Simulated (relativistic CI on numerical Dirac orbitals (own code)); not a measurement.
**Tb³⁵⁺: sensitivity of the levels to the model**

Base calculation: Dirac-Coulomb-Breit CI, KLI orbitals optimised for each configuration, model QED (radiative potential, 1s self-energy scaled to tabulated hydrogen-like ionisation energies), unscaled Slater integrals.

Configuration list (outside the closed core [Ar]): 3d¹⁰4s², 3d¹⁰4s4p, 3d¹⁰4p², 3d¹⁰4s4d, 3d¹⁰4d², 3d¹⁰4s4f, 3d¹⁰4p4d, 3d¹⁰4f², 3d¹⁰4p4f, 3d¹⁰4d4f, 3d¹⁰4s5s, 3d¹⁰4s5p, 3d¹⁰4s5d, 3d¹⁰4s5f, 3d¹⁰4s5g, 3d¹⁰4s6s, 3d¹⁰4s6p, 3d¹⁰4s6d, 3d¹⁰4s6f, 3d¹⁰4s7s, 3d⁹4s²4p, 3d⁹4s²4d, 3d⁹4s²4f, 3d⁹4s²5s, 3d⁹4s²5p, 3d⁹4s²5d. Double excitations out of closed p, d and f shells are left out; levels of such configurations are missing from the list, as are those of other unlisted configurations, and high levels can miss mixing partners. These lack a partner that the ground configuration has and come out too high: 3d⁹4s²4p, 3d⁹4s²4d, 3d⁹4s²4f, 3d⁹4s²5s, 3d⁹4s²5p.

The lowest level and the first level of each name with at least 55 % of one term (blank where a level has no safe partner in the second run):

```
        Level  Base (eV)  Shift (eV)
  3d¹⁰4s² ¹S0      0.000       0.000
3d¹⁰4s4p ³P°0     66.927      -1.765
3d¹⁰4s4p ³P°1     72.199      -1.342
3d¹⁰4s4p ³P°2    116.811      -1.732
3d¹⁰4s4p ¹P°1    131.978      +0.169
  3d¹⁰4p² ³P0    154.744      -1.921
  3d¹⁰4p² ³P1    199.545      -1.663
  3d¹⁰4p² ¹D2    200.497      +1.336
 3d¹⁰4s4d ³D1    244.823      -1.704
 3d¹⁰4s4d ³D2    249.598      -4.195
 3d¹⁰4s4d ³D3    255.146      -1.667
  3d¹⁰4p² ¹S0    259.910      -1.294
 3d¹⁰4s4d ¹D2    269.182      -7.927
3d¹⁰4p4d ³F°2    315.420      -1.617
3d¹⁰4p4d ³D°1    329.823      -1.994
3d¹⁰4p4d ³F°3    332.746      -0.870
3d¹⁰4p4d ³F°4    373.708      -0.113
3d¹⁰4p4d ³P°0    374.266      -1.805
3d¹⁰4p4d ³P°1    375.217      -1.765
3d¹⁰4p4d ³D°3    384.558            
3d¹⁰4s4f ³F°2    390.485      -2.712
3d¹⁰4s4f ³F°3    391.795      -3.320
```

At this charge energies of transitions that change n are usually good to better than 1 %, and those within a shell (Δn = 0) to a few per cent.

Q: One thing was changed in a second run, which moved the levels as shown. Which?
A. configuration mixing switched off
B. P86 correlation estimate
C. one mean potential for all configurations
D. Breit term removed
E. QED terms removed

A: A. Configuration mixing switched off. Without mixing, levels that were pushed by configurations of the same parity and J return to their single-configuration places.

LS names give the leading component of a level, which can be under half, so a name can repeat, a term be missing and a line seem to break the LS rules.
